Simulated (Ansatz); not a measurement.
ClFGeH$_{3}$Si, SMILES `F[Si](Cl)[GeH3]` radical, relaxed with UKS PBE0-D4/def2-TZVP in Ansatz 0.2.0 from a PBE-D4/def2-SVP geometry. The force threshold is 0.005 eV/Å; the program also tests the step.

Total charge 0; spin multiplicity 2.

Start:

```xyz
7

F    -1.085   -0.600    2.110
Si    0.168    0.240    1.444
Cl    1.902   -0.888    1.768
Ge   -0.194    0.298   -0.954
H     1.022    1.002   -1.605
H    -1.486    1.097   -1.260
H    -0.326   -1.148   -1.503
```

(1) By how much does the energy fall, and how many steps does the optimiser take? (An estimate is asked.)

(2) Which bonds change most? (Best estimate.)

(3) Give the relaxed structure. (Best estimate.)

Answers

(1) Computed: 4.94 kJ/mol, in 6 steps.

(2) The calculation gave: F1–Si2 from 1.649 to 1.603 Å; Si2–Cl3 from 2.094 to 2.058 Å; Si2–Ge4 from 2.426 to 2.405 Å; Ge4–H7 from 1.552 to 1.537 Å.

(3) Computed: 
```xyz
7

F    -1.046   -0.569    2.105
Si    0.171    0.214    1.416
Cl    1.869   -0.885    1.795
Ge   -0.197    0.288   -0.960
H     1.004    1.005   -1.590
H    -1.480    1.082   -1.238
H    -0.321   -1.135   -1.529
```
